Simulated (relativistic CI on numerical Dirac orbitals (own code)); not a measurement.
**Ti+ in a cubic cluster: 2p photoemission with charge transfer**

Computed with a charge-transfer multiplet model of a cubic metal-ligand cluster with up to one ligand hole, Slater and spin-orbit integrals from Dirac-Coulomb-Breit ions, Slater integrals scaled by 0.7. The ground state mixes d3 with configurations of k ligand holes L, whose averages lie at kΔ + k(k − 1)U_dd/2; a core hole lowers each added d electron by U_cd. 300 K, Lorentzian 0.6 eV and Gaussian 0.8 eV FWHM.

Atomic integrals in eV (Slater integrals scaled, ζ unscaled), ground: F2dd 4.733, F4dd 2.905, zeta_d 0.009; with the core hole: F2dd 6.408, F4dd 3.990, zeta_d 0.022, zeta_core 3.746, F2cd 3.430, G1cd 2.435, G3cd 1.380.

Cluster parameters (eV): Δ = 9.1, U_dd = 5.8, U_cd = 7.2, 10Dq = 1.1, 10Dq(ligand) = 0.5, final-state hopping factor = 0.8.

```csv
Case,n_d,d3,d4L,S
"V(eg) = 1.05 eV, V(t2g) = -0.54 eV",3.05,0.95,0.05,1.50
"V(eg) = 1.95 eV, V(t2g) = -1.01 eV",3.13,0.87,0.13,1.50
"V(eg) = 2.25 eV, V(t2g) = -1.17 eV",3.16,0.84,0.16,1.50
```

Weights, n_d and S are thermal averages at 300 K. Binding energies count from the first peak over 30 % of the highest in each spectrum, which can be another peak from case to case. The parameters are a model scan and need not match a compound or its usual spin state. Peaks in eV (height, largest 100):
- V(eg) = 1.05 eV, V(t2g) = -0.54 eV: 0.0 (100), 6.2 (58)
- V(eg) = 1.95 eV, V(t2g) = -1.01 eV: 0.0 (100), 6.2 (54)
- V(eg) = 2.25 eV, V(t2g) = -1.17 eV: 0.0 (100), 6.1 (53)

Curve for V(eg) = 2.25 eV, V(t2g) = -1.17 eV (points under 2 left out, the grid thinned):

E (eV), Intensity and a bar:
```
     -3.3        2.0 
     -2.9        2.6 
     -2.6        3.2 
     -2.2        4.6 #
     -1.8        7.2 ##
     -1.5       11.2 ###
     -1.1       24.7 #######
     -0.7       56.1 #################
     -0.4       84.0 #########################
      0.0      100.0 ##############################
      0.4       89.8 ###########################
      0.7       70.1 #####################
      1.1       40.6 ############
      1.5       24.1 #######
      1.8       18.7 #####
      2.2       14.5 ####
      2.6       12.0 ###
      2.9       11.1 ###
      3.3       10.5 ###
      3.7        9.9 ##
      4.0        9.7 ##
      4.4       10.5 ###
      4.7       12.5 ###
      5.1       19.3 #####
      5.5       33.7 ##########
      5.8       46.8 ##############
      6.2       53.2 ################
      6.6       41.5 ############
      6.9       29.2 ########
      7.3       17.8 #####
      7.7       13.7 ####
      8.0       13.1 ###
      8.4       12.3 ###
      8.8       10.0 ##
      9.1        7.9 ##
      9.5        5.3 #
      9.9        3.7 #
     10.2        3.0 
     10.6        2.5 
     11.0        2.4 
     11.3        2.2 
     14.1        2.4 
     14.5        3.1 
     14.8        2.9 
     15.2        2.0
```

For the case V(eg) = 1.95 eV, V(t2g) = -1.01 eV, Δ = 9.1 eV is larger than U_dd = 5.8 eV, the Mott-Hubbard side of the Zaanen-Sawatzky-Allen scheme. With the core hole the average of the configuration with one ligand hole lies at Δ − U_cd = 1.9 eV before mixing: the effective hopping of about 3.4 eV (from the holes of the mixed ground state) is comparable with this gap or larger, so the configurations mix strongly.

With at most 1 ligand hole the space is cut while the next configuration still counts, so covalency is underestimated, and a final configuration with one more ligand hole, which can lie low, is missing from the spectra.
